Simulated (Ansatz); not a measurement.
Conformers of C2H6OTe (SMILES CC[Te]O), B3LYP-D3(BJ)/def2-TZVP minima from an xTB search, which can miss the lowest.
Conformer 1 (charge 0, multiplicity 1):
| atom | x (Å) | y (Å) | z (Å) |
|---|---|---|---|
| C | -1.1000 | -0.5537 | 0.0541 |
| C | -0.4056 | 0.7864 | -0.1222 |
| Te | 1.4877 | 0.8933 | 0.9230 |
| O | 2.2825 | -0.6861 | 0.0093 |
| H | -0.4569 | -1.3706 | -0.2749 |
| H | -1.3587 | -0.7306 | 1.0985 |
| H | -2.0191 | -0.5889 | -0.5381 |
| H | -0.1992 | 1.0088 | -1.1679 |
| H | -0.9883 | 1.6146 | 0.2876 |
| H | 2.7576 | -0.3732 | -0.7689 |
Conformer 2 (charge 0, multiplicity 1):
```xyz
10

C     -1.575     0.012    -0.202
C     -0.119    -0.355     0.048
Te     1.178     1.313    -0.437
O      2.840     0.493     0.286
H     -1.887     0.859     0.412
H     -2.227    -0.831     0.042
H     -1.755     0.269    -1.248
H      0.195    -1.200    -0.563
H      0.072    -0.581     1.095
H      3.278     0.021    -0.432
```

Correlated levels freeze the cores. Filled d and f shells under p-block atoms count as core. MP2 and its Hartree–Fock in def2-QZVPP are density fitted.

The values were computed with Ansatz (Gaussian orbitals). Values without a source in brackets are computed. In def2 rows elements past Kr take small-core potentials, without spin–orbit coupling.

The energy of conformer 2 above conformer 1 is E(conformer 2) − E(conformer 1). Total energies (hartree):

```
level                conformer 2   conformer 1
------------------  ------------  ------------
HF/def2-TZVPP       -421.1392200  -421.1400117
MP2/def2-TZVPP      -421.8767431  -421.8782430
HF/def2-QZVPP       -421.1498654  -421.1505392
MP2/def2-QZVPP      -421.9443660  -421.9457296
CCSD(T)/def2-TZVPP  -421.9446082  -421.9460497
```

Q: Work out the energy of conformer 2 above conformer 1 at the basis-set limit: extrapolate the MP2 correlation part as X⁻³, take Hartree–Fock from the larger set, and add the CCSD(T) − MP2 difference of def2-TZVPP.

A: 
1. Differences (1 hartree = 627.509 kcal/mol): HF/def2-TZVPP 0.497; MP2/def2-TZVPP 0.941; HF/def2-QZVPP 0.423; MP2/def2-QZVPP 0.856; CCSD(T)/def2-TZVPP 0.905.
2. Correlation parts, MP2 less HF: 0.444 in def2-TZVPP (X = 3), 0.433 in def2-QZVPP (X = 4).
3. Limit (4³·(0.433) − 3³·(0.444))/(4³ − 3³) = 0.425; with HF/def2-QZVPP it gives 0.847.
4. CCSD(T) less MP2 in def2-TZVPP: -0.037.
Result: 0.81 kcal/mol, against 0.94 at MP2/def2-TZVPP. It is an estimate of this method's limit, not of the exact value.

Ansatz is a quantum-chemistry and plane-wave program.
